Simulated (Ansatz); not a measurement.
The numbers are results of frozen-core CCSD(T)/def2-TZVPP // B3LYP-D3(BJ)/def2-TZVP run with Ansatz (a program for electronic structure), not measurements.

Ansatz 0.2 input:
```yaml
crystal:
  periodic: [false, false, false]
  atoms:
    - { symbol: Se, position_ang: [0.737468, -0.000004, -0.000003] }
    - { symbol: H, position_ang: [-0.737467, 0.000004, 0.000003] }
basis:
  gaussian: { orbitals: def2-TZVPP }
correlation:
  method: ccsd_t
magnetization:
  spin_polarized: true
  initial_magnetization: 1
```

Output:

```
Functional definition: HF
399 factors; integrals over basis functions are off by at most 1.7e-3 eV
mean field evaluation 1: about -65318.1105 eV, gradient 6.1e0 eV
mean field evaluation 2: about -65318.1109 eV, gradient 6.1e0 eV
mean field evaluation 4: about -65318.4762 eV, gradient 7.6e-1 eV
mean field evaluation 8: about -65318.4822 eV, gradient 1.0e-3 eV
mean field evaluation 16: about -65317.6916 eV, gradient 8.3e0 eV
mean field evaluation 32: about -65318.4817 eV, gradient 1.7e-1 eV
mean field -65318.48224443 eV, -2400.4099480254 hartree, gradient 7.2e-6 eV, S^2 0.761429; 2 other end points of the search recorded, 0 dependent functions left out
9 core orbitals not correlated
reference -65318.48224443 eV, -2400.4099480254 hartree; 9, 8 occupied and 44, 45 virtual orbitals, 399 factors
second order -6.76047543 eV of doubles, -0.00000000 eV of singles
cycle   1  -6.91297270 eV  change   -1.5e-1 eV  update   5.2e-2
cycle   2  -7.12555149 eV  change   -2.1e-1 eV  update   1.6e-2
cycle   3  -7.13192545 eV  change   -6.4e-3 eV  update   5.7e-3
cycle   4  -7.13290441 eV  change   -9.8e-4 eV  update   1.6e-3
cycle   5  -7.13285239 eV  change    5.2e-5 eV  update   3.9e-4
cycle   6  -7.13275310 eV  change    9.9e-5 eV  update   1.4e-4
cycle   7  -7.13280413 eV  change   -5.1e-5 eV  update   4.9e-5
cycle   8  -7.13280768 eV  change   -3.6e-6 eV  update   1.6e-5
perturbative correction -0.21634887 eV, -0.0079506742 hartree
Total energy: -65325.83140098 eV, -2400.6800245471 hartree
```

Cost: very roughly 5 core-seconds.
